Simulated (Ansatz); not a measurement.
Gas-phase electronic energies from Ansatz, PBE0-D4/def2-TZVP geometries. CCSD(T)/CBS adds triple-zeta CCSD(T) − MP2 to the extrapolated MP2 energy (def2 sets, frozen cores). Functionals use def2-TZVPP. B3LYP here is the variant with VWN-RPA as its local correlation; programs differ in this. For Ga outer-core shells are correlated without core-valence functions, which leaves a few kJ/mol of doubt a bond. Scalar relativity is left out up to krypton. One conformer a species, not always the lowest.

Reaction (isomerisation): `CO[CH2][GaH][OH]` → `C[CH2][Ga]([OH])[OH]`

```csv
level,ΔE (kJ/mol),difference from CCSD(T)/CBS
PBE-D4,-192.7,21.9
ωB97X-V,-198.1,16.5
ωB97M-V,-200.7,13.9
B2PLYP,-206.9,7.7
PBE,-193.0,21.6
B3LYP,-196.4,18.2
HF/def2-TZVPP,-200.9,13.7
MP2/def2-TZVPP,-223.7,-9.1
CCSD(T)/def2-TZVPP,-209.6,5.0
MP2/def2-QZVPP,-226.7,-12.1
CCSD(T)/CBS,-214.6,0
```

Largest T1 diagnostic among the species: 0.013.

In def2-TZVPP, CCSD(T) changes the Hartree–Fock value by −8.7 kJ/mol (the triples alone add +0.1 kJ/mol) and MP2 by −22.8 kJ/mol. From PBE to PBE0 (25 % exact exchange), in def2-TZVPP and without D4, ΔE moves by −5.8 kJ/mol.
